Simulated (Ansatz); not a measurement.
One change: `BI` becomes `BBr`.

Ansatz, PBE0-D4/def2-TZVP geometries, multiplicity 1. 

Elements past krypton have def2 core potentials. Outer-core shells of Br, I are correlated without core-valence functions. Scalar relativity is left out up to krypton. Spin–orbit coupling is left out.

```
                                            property   `BI`
vertical ionisation energy (CCSD(T)/def2-TZVPP) / eV   9.94
               HOMO energy (ωB97M-V/def2-TZVPP) / eV  -9.71
                   HOMO energy (PBE/def2-TZVPP) / eV  -6.45
  size of the dipole moment (ωB97M-V/def2-TZVPP) / D   0.47
                 LUMO energy (B3LYP/def2-TZVPP) / eV  -2.39
               LUMO energy (ωB97M-V/def2-TZVPP) / eV  -0.26
```

(1) What does the change do to each property? (Estimate.)

## Answers

(1) The calculation gave: 
| property | `BBr` | shift |
| --- | --- | --- |
| vertical ionisation energy (CCSD(T)/def2-TZVPP) / eV | 10.87 | 0.93 |
| HOMO energy (ωB97M-V/def2-TZVPP) / eV | -10.45 | -0.74 |
| HOMO energy (PBE/def2-TZVPP) / eV | -6.95 | -0.50 |
| size of the dipole moment (ωB97M-V/def2-TZVPP) / D | 0.58 | 0.11 |
| LUMO energy (B3LYP/def2-TZVPP) / eV | -2.21 | 0.18 |
| LUMO energy (ωB97M-V/def2-TZVPP) / eV | -0.01 | 0.25 |

With PBE0 the HOMO falls by 0.65 eV and the LUMO rises by 0.20 eV, so the gap widens by about 0.85 eV. PBE moves the HOMO by -0.50 eV and ωB97M-V by -0.74 eV. Dipoles are sizes alone; their direction can turn.

B3LYP here is the variant with VWN-RPA as its local correlation; programs differ in this.
